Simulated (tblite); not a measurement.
Compound: C4H13FS2Si2.
SMILES with atom numbers: `[CH3:1][C:2]([CH3:3])([CH2:4][SH:5])[Si@@H:6]([F:7])[S:8][SiH3:9]` (hydrogens: H10, H11, H12 on C1; H13, H14, H15 on C3; H16, H17 on C4; H18 on S5; H19 on Si6; H20, H21, H22 on Si9)

Geometry (GFN2-xTB, Å), atoms numbered from 1 in this order:
```xyz
22
C4H13FS2Si2 angstrom
C     -1.0907   -1.5973    0.1565
C     -0.9705   -0.1104   -0.1830
C     -2.1165    0.2931   -1.1102
C     -1.0152    0.7349    1.0917
S     -2.5381    0.5306    2.0895
Si     0.6944    0.2148   -1.0552
F      0.8430    1.8031   -1.3280
S      2.2688   -0.3955    0.2464
Si     4.0172    0.3883   -0.7403
H     -0.9901   -2.2012   -0.7425
H     -2.0639   -1.8090    0.5965
H     -0.3127   -1.8965    0.8563
H     -2.0266    1.3352   -1.4096
H     -3.0717    0.1657   -0.6024
H     -2.1190   -0.3231   -2.0062
H     -1.0000    1.7967    0.8440
H     -0.1728    0.5111    1.7460
H     -2.1948   -0.6224    2.6581
H      0.8132   -0.3556   -2.3837
H      5.0758   -0.0271    0.1618
H      3.8720    1.8308   -0.8503
H      4.0879   -0.2469   -2.0501
```

Method: GFN2-xTB as coded in tblite; computed harmonic values from a numerical Hessian at the method's own geometry, unscaled. Errors from tens to a few hundred cm⁻¹ against measured bands are possible. Modes of hydrogen on silicon and sulfur can be 10 to 20 % off. One conformer, not necessarily the lowest.

Harmonic wavenumbers (cm⁻¹): 25.8, 35.6, 60.0, 75.6, 94.7, 109.6, 124.4, 170.2, 196.7, 213.6, 245.5, 253.3, 277.1, 300.3, 361.2, 378.5, 395.0, 494.3, 513.2, 530.7, 572.9, 626.5, 654.1, 692.9, 710.6, 740.2, 762.0, 769.4, 774.9, 801.6, 886.7, 921.6, 975.0, 995.5, 1026.3, 1118.7, 1175.2, 1218.2, 1250.2, 1272.6, 1410.2, 1423.4, 1441.0, 1495.0, 1498.7, 1508.4, 1509.9, 2313.7, 2348.2, 2359.3, 2374.2, 2441.4, 2984.8, 2994.7, 3013.7, 3017.1, 3024.7, 3028.5, 3033.7, 3035.9.

A = 1579, B = 416.7, C = 392.3 MHz; mass 199.998 u (most abundant isotopes); point group C1, symmetry number 1.

Problem. What is the zero-point energy?

Solution. Half the sum of the wavenumbers: 34528 cm⁻¹ = 98.72 kcal/mol.

Problem. Give the ideal-gas entropy at 298.15 K and 1 bar in the rigid-rotor, harmonic-oscillator model (classical rotation).

Solution. Translation 41.81, rotation 31.50, vibration 51.93: S = 125.2 cal/(mol K).

Problem. And Cp and H(298.15 K) − H(0)?

Solution. Cp = 54.25 cal/(mol K), of which vibrations give 46.30 (their classical limit is 60 R = 119.2); H(298.15 K) − H(0) = 10.00 kcal/mol without the zero-point energy, 7.63 from vibrations.

Problem. How do the functions run with temperature in this model?

Solution. 
| T (K) | S (cal/(mol K)) | Cp (cal/(mol K)) | H − H(0) (kcal/mol) | G − H(0) (kcal/mol) | ln q(vib) |
| --- | --- | --- | --- | --- | --- |
| 150 | 95.2 | 34.9 | 3.35 | -10.93 | 6.51 |
| 250 | 116.2 | 48.4 | 7.52 | -21.53 | 11.15 |
| 400 | 142.7 | 65.0 | 16.09 | -41.01 | 17.52 |
| 600 | 172.3 | 80.6 | 30.76 | -72.60 | 25.20 |
| 900 | 208.1 | 95.8 | 57.40 | -129.86 | 35.30 |

q(vib) and H(0) count from the zero-point level.

Problem. Blend soft modes into free rotors: weight 1/[1 + (100 cm⁻¹/ν̃)⁴] for the oscillator and the rest for a rotor with moment μB/(μ + B), μ = h/(8π²ν), B = 10⁻⁴⁴ kg m². What vibrational entropy results?

Solution. 46.14 cal/(mol K) in place of 51.93, which changes −T·S at 298.15 K by +1.73 kcal/mol.

Problem. Which modes carry the vibrational entropy at 298.15 K?

Solution. 25.8 cm⁻¹: 6.13; 35.6 cm⁻¹: 5.49; 60.0 cm⁻¹: 4.46; 75.6 cm⁻¹: 4.00; 94.7 cm⁻¹: 3.56; 109.6 cm⁻¹: 3.28 cal/(mol K); the other 54 give 25.02 together.

Problem. What must be added to the electronic energy to get the Gibbs energy at 298.15 K and 1 bar?

Solution. ZPE + [H(298.15 K) − H(0)] − T·S = 98.72 + 10.00 − 37.34 = 71.38 kcal/mol.

Hindered rotation and anharmonicity are outside this model. Other conformers, if any are populated, would add a mixing term that is left out. The structure is chiral; the term R ln 2 for an equal mix with its mirror image is left out.
